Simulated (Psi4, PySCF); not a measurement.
H3As, triplet, at the geometry of the source list (a higher spin typed on purpose: for a closed-shell molecule this is an excited state), atoms displaced at random by about 0.03 Å a coordinate. Base run: PBE0/6-31G, gradient in PySCF.

Input for PySCF:
```python
from pyscf import gto, scf, dft

mol = gto.Mole()
mol.atom = '''
    As    0.012395   -0.034243    0.686804
    H    -0.665449   -0.995405   -0.246199
    H    -0.521902    1.143653   -0.219030
    H     1.134504   -0.105038   -0.183720
'''
mol.basis = '6-31g'
mol.charge = 0
mol.spin = 2
mol.verbose = 3
mol.build()

mf = dft.UKS(mol)
mf.xc = 'pbe0'
mf.kernel()
g = mf.nuc_grad_method()
grad = g.kernel()
```

Programs used: Psi4, PySCF; a row that names a program was run with it.

The coordinate followed is z of atom 3.

Variants of this job, named by their change:

```
change                                                  dE/dx (Eh/bohr)  net force (Eh/bohr)
------------------------------------------------------  ---------------  -------------------
base                                                           0.035214             0.000000
grids.level = 1; grid_response = on                            0.035217             0.000000
finite difference step (bohr) = 0.2; conv_tol = 1e-11          0.034932                    -
code = psi4                                                    0.035218             0.000005
grids.level = 0; grid_response = on                            0.035187             0.000000
density fitting = on; auxbasis_response = off                  0.035063             0.000805
conv_tol = 1e-6                                                0.035211             0.000000
conv_tol = 1e-4                                                0.034663             0.000000
finite difference step (bohr) = 1e-4; conv_tol = 1e-11         0.035214                    -
finite difference step (bohr) = 0.05; conv_tol = 1e-11         0.035217                    -
grids.level = 5; grid_response = on                            0.035214             0.000000
grids.level = 1; grid_response = off                           0.035215             0.000041
```

The net force is zero for an exact gradient.

Open shells are given as the SCF converged; they aren't shown to be the lowest states, and a large step between rows can be another state.
